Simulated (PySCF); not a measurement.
Working out the ionisation energy of Cd

Cd [Kr] 4d10 5s2 (1S) → Cd⁺ [Kr] 4d10 5s1 (2S). Computed with PySCF 2.14 in aug-cc-pVDZ-PP with ECP28MDF (5s5p4d2f, 54 functions), with scalar relativity through the core potential. Frozen: 4s2 4p6. Energies in hartree (1 hartree = 27.21139 eV):

| part | Cd (lower) | Cd⁺ (upper) |
| --- | --- | --- |
| UHF | -166.837873 | -166.565887 |
| CCSD correlation | -0.362287 | -0.312371 |
| (T) | -0.009323 | -0.005684 |

**Question.** What does Hartree-Fock give?

**Answer.** (-166.565887) − (-166.837873) = 0.271986 hartree = 7.401 eV.

**Question.** What do CCSD and CCSD(T) give?

**Answer.** The CCSD correlation energies differ by 0.049916 hartree = 1.358 eV and the triples by 0.003639 hartree = 0.099 eV, so CCSD gives 8.759 eV and CCSD(T) 8.858 eV.

Measured between the centres of the two terms (NIST): 8.994 eV, so CCSD(T) (valence) is off by -0.136 eV.

A double-zeta basis recovers only part of the correlation energy.

What remains against the reference includes basis incompleteness, the frozen core and higher excitations.
